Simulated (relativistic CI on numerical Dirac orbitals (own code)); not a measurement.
Fe⁵⁺ in a cubic cluster: 1s photoemission with charge transfer

Computed with a charge-transfer multiplet model of a cubic metal-ligand cluster with up to 2 ligand holes, Slater and spin-orbit integrals from Dirac-Coulomb-Breit ions, Slater integrals scaled by 0.7. The parameters are those of a tetrahedral site (10Dq negative, t2 hopping the larger). The ground state mixes d3 with configurations of k ligand holes L, whose averages lie at kΔ + k(k − 1)U_dd/2; a core hole lowers each added d electron by U_cd. 300 K, Lorentzian 1.1 eV and Gaussian 0.6 eV FWHM.

Atomic integrals in eV (Slater integrals scaled, ζ unscaled), ground: F2dd 9.717, F4dd 6.136, zeta_d 0.071; with the core hole: F2dd 10.795, F4dd 6.836, zeta_d 0.100, G2cd 0.066.

Cluster parameters (eV): Δ = -1, U_dd = 6.4, U_cd = 7.4, 10Dq(ligand) = 0, V(eg) = 1.73, V(t2g) = -2.93, final-state hopping factor = 0.9.

```csv
Case,n_d,d3,d4L,d5L2,S
10Dq = -1.05 eV,3.96,0.24,0.57,0.19,1.49
10Dq = -0.45 eV,3.97,0.23,0.57,0.20,1.50
10Dq = 0.15 eV,3.98,0.22,0.57,0.20,1.50
```

Weights, n_d and S are thermal averages at 300 K. Binding energies count from the first peak over 30 % of the highest in each spectrum, which can be another peak from case to case. The parameters are a model scan and need not match a compound or its usual spin state. Peaks in eV (height, largest 100):
- 10Dq = -1.05 eV: 0.0 (100), 3.5 (9), 13.9 (9)
- 10Dq = -0.45 eV: 0.0 (100), 3.7 (11), 13.9 (9)
- 10Dq = 0.15 eV: 0.0 (100), 3.8 (12), 14.0 (9)

Curve for 10Dq = -0.45 eV (points under 2 left out, the grid thinned):

(E (eV), Intensity): (-3.2, 3.6), (-2.9, 4.3), (-2.6, 5.4), (-2.3, 6.8), (-2.0, 9.0), (-1.7, 12.3), (-1.3, 20.3), (-1.0, 32.0), (-0.7, 52.2), (-0.4, 80.1), (-0.1, 99.4), (0.2, 91.2), (0.5, 64.3), (0.8, 40.2), (1.1, 25.5), (1.4, 17.3), (1.7, 12.5), (2.1, 9.0), (2.4, 7.7), (2.7, 7.4), (3.0, 8.1), (3.3, 9.6), (3.6, 10.7), (3.9, 10.1), (4.2, 8.2), (4.5, 6.2), (4.8, 4.8), (5.1, 3.8), (5.5, 2.8), (5.8, 2.4), (6.1, 2.1), (12.7, 2.6), (13.0, 3.8), (13.3, 5.6), (13.6, 7.7), (13.9, 8.8), (14.2, 8.0), (14.5, 6.0), (14.8, 4.3), (15.2, 3.3), (15.5, 3.3), (15.8, 3.5), (16.1, 3.3), (16.4, 2.7), (16.7, 2.1)

For the case 10Dq = -0.45 eV, Δ = -1 eV is smaller than U_dd = 6.4 eV, the charge-transfer side of the Zaanen-Sawatzky-Allen scheme (negative Δ: between configuration averages a ligand hole costs less than the nominal valence; multiplet and field energies can change this for the lowest states). With the core hole the average of the configuration with one ligand hole lies at Δ − U_cd = -8.4 eV before mixing: it lies below the unscreened one, so the lowest final states are mostly screened and the unscreened weight appears at higher binding energy as a satellite.

With at most 2 ligand holes the space is cut while the next configuration still counts, so covalency is underestimated, and a final configuration with one more ligand hole, which can lie low, is missing from the spectra.
